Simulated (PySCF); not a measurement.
Start geometry of `O=S1C[SiH2]C1` from a GFN2-xTB structure with every atom displaced at random (by about 0.01 Å) (Å):
```
atom  x, y, z in Å
O1     0.2409   -1.8555    1.5174
S2     0.2977   -1.5278    0.0847
C3    -1.2055   -0.4674   -0.3199
Si4   -0.1968    1.1681   -0.0868
C5     1.3064    0.0395   -0.0663
H6    -1.5105   -0.6931   -1.3245
H7    -1.9806   -0.6972    0.3782
H8    -0.2818    2.0672   -1.2427
H9    -0.4945    1.8258    1.2133
H10    1.8836   -0.0031   -0.9644
H11    1.9792    0.1178    0.7954
```

Task: What comes out of this run: PySCF, PBE0-D3(BJ)/def2-SVP geometry optimisation, gas phase?

Result: 
```
atom  x, y, z in Å
O1     0.3313   -1.3579    1.6944
S2     0.5370   -1.3272    0.2088
C3    -0.9773   -0.4847   -0.4800
Si4   -0.2171    1.2198   -0.1444
C5     1.4277    0.2764   -0.1284
H6    -1.0807   -0.7252   -1.5511
H7    -1.8530   -0.8525    0.0719
H8    -0.3783    2.2270   -1.2366
H9    -0.6038    1.8328    1.1542
H10    1.9241    0.2276   -1.1116
H11    2.1763    0.4231    0.6622
```

The energy falls by 13.3 kJ/mol over 12 energy and gradient evaluations, the largest force component goes from 0.0296 to 3.2e-04 Eh/bohr, and the atoms move by 0.190 Å rms after alignment. The bond that changes most is C3–Si4 (sp3 carbon bound to sulfur to SiH2 silicon), which shortens by 0.039 Å. Bonds longer at the end by more than 0.005 Å: 6 of 11; shorter: 2. Among the angles that change most is Si4–C5–H11, from 117.2° to 122.0°. Among the dihedrals that turn most is O1–S2–C5–H10, from 145° to 160°. Rotational constants go from 6170, 2517, 2223 to 5759, 2647, 2411 MHz. The orientation of the end geometry is arbitrary; only internal coordinates are fixed.

The run used 108 basis functions and 79 SCF cycles in all.

Whether it is a minimum is left open (no frequencies). One conformer, not necessarily the lowest.
